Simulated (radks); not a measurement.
The numbers below are computed, except where a source is named.
Spherical quantum dot in the effective-mass picture: electrons in a parabolic well V = omega^2 r^2 / 2 with omega = 0.288, all in effective atomic units (hartree* = m*/eps^2 hartree, bohr* = eps/m* bohr), one dielectric constant everywhere. Level of theory: non-relativistic Kohn-Sham, PBE, spin-polarised, spherical densities (a radial shooting solver with Libxc functionals). Levels are named by radial order and angular momentum (1s, 1p, 1d, 2s, ...), and open shells are averaged over m.

N = 2, configuration 1s2. This is the lowest configuration that the search found. Occupied and some empty levels:

level  occupation  eigenvalue (hartree*)  <r> (bohr*)
1s              2                0.93834        2.364
1p              0                 1.1687        3.012
1d              0                 1.4196        3.538
2s              0                 1.4552        3.284

Energy (hartree*): total 1.23657, kinetic 0.34902, external 0.53857, Hartree 0.75970, exchange-correlation -0.41072.
